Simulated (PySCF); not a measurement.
First SCF of a structure search on singlet AuS(OH), at a hand-made PBE0 minimum (heavy-atom frame) geometry. PySCF input:

```python
from pyscf import gto, scf, dft
mol = gto.M(atom='''
Au    -0.001730     0.143840    -0.000000
S     -0.000000    -2.000390     0.000000
O      0.071920     2.070890     0.000000
H     -0.804230     2.482740     0.000000''',
    basis={'Au': 'def2-SVP', 'S': 'def2-SVP', 'O': 'def2-SVP', 'H': 'def2-SVP'},
    ecp={'Au': 'def2-SVP'},
    charge=0, spin=0)
mf = dft.RKS(mol, xc='PBE0')
mf.grids.atom_grid = (50, 194)
aux = {'Au': 'def2-universal-JKFIT', 'S': 'def2-universal-JKFIT', 'O': 'def2-universal-JKFIT', 'H': 'def2-universal-JKFIT'}
mf = mf.density_fit(auxbasis=aux)
mf.conv_tol = 1e-08
mf.diis_space = 10
mf.max_cycle = 60
mf.init_guess = 'minao'
mf.verbose = 4
mf.kernel()
```

Excerpt of the output (cycles and frontier levels):

```
init E= -597.615497829794
cycle= 1 E= -607.951301110101  delta_E= -10.3  |g|= 2.11  |ddm|= 10.2
  HOMO = 0.140979241326898  LUMO = 0.189941252588385  gap/eV = 1.33232
cycle= 2 E= -593.479930995568  delta_E= 14.5  |g|=  6.8  |ddm|= 11.7
  HOMO = -0.266006096673131  LUMO = -0.220087072714524  gap/eV = 1.24952
cycle= 3 E= -608.612267283532  delta_E= -15.1  |g|= 1.54  |ddm|= 10.4
  HOMO = -0.178381994406623  LUMO = -0.147989096550265  gap/eV = 0.82703
cycle= 4 E= -608.881812387562  delta_E= -0.27  |g|= 1.28  |ddm|= 2.17
  HOMO = -0.250747697681881  LUMO = -0.206598495805203  gap/eV = 1.20136
cycle= 5 E= -609.250176437945  delta_E= -0.368  |g|= 0.238  |ddm|= 0.942
  HOMO = -0.275290728075567  LUMO = -0.214963066973728  gap/eV = 1.64160
cycle= 6 E= -609.262546030997  delta_E= -0.0124  |g|= 0.153  |ddm|= 0.46
  HOMO = -0.266306130311988  LUMO = -0.207607826409492  gap/eV = 1.59726
cycle= 7 E= -609.269916888258  delta_E= -0.00737  |g|= 0.0349  |ddm|= 0.155
  HOMO = -0.268035682757704  LUMO = -0.209241530837037  gap/eV = 1.59987
cycle= 8 E= -609.270163208535  delta_E= -0.000246  |g|= 0.0153  |ddm|= 0.0255
  HOMO = -0.267232999790257  LUMO = -0.208573383394658  gap/eV = 1.59621
cycle= 9 E= -609.270233349811  delta_E= -7.01e-05  |g|= 0.00219  |ddm|= 0.0142
  HOMO = -0.266978405494985  LUMO = -0.208358382845029  gap/eV = 1.59513
cycle= 10 E= -609.270235032819  delta_E= -1.68e-06  |g|= 0.000509  |ddm|= 0.00344
  HOMO = -0.266999307349781  LUMO = -0.208376386202882  gap/eV = 1.59521
cycle= 11 E= -609.270235087891  delta_E= -5.51e-08  |g|= 0.000296  |ddm|= 0.000461
  HOMO = -0.267005937142523  LUMO = -0.208379638566466  gap/eV = 1.59530
cycle= 12 E= -609.270235106762  delta_E= -1.89e-08  |g|= 0.000133  |ddm|= 0.000182
  HOMO = -0.267009676222522  LUMO = -0.208381426415192  gap/eV = 1.59536
cycle= 13 E= -609.27023511061  delta_E= -3.85e-09  |g|= 5.99e-05  |ddm|= 7.51e-05
  HOMO = -0.267020159604325  LUMO = -0.208385167597553  gap/eV = 1.59554
Extra cycle  E= -609.270235091869  delta_E= 1.87e-08  |g|= 0.000271  |ddm|= 0.000309
converged SCF energy = -609.270235091869
```

No lower solution of this spin was found by a stability analysis within the restricted form, which does not test spin polarisation.

At the minimum of this search the closed-shell solution is unstable towards spin polarisation, so a lower open-shell solution exists. No spin–orbit coupling is included, which matters more the heavier the element.

The search for the lowest solution, with the stability check, took 3.4 s on 2 threads of a shared Arm Neoverse N1 host, with 69 basis functions; the process peaked at 0.3 GiB.
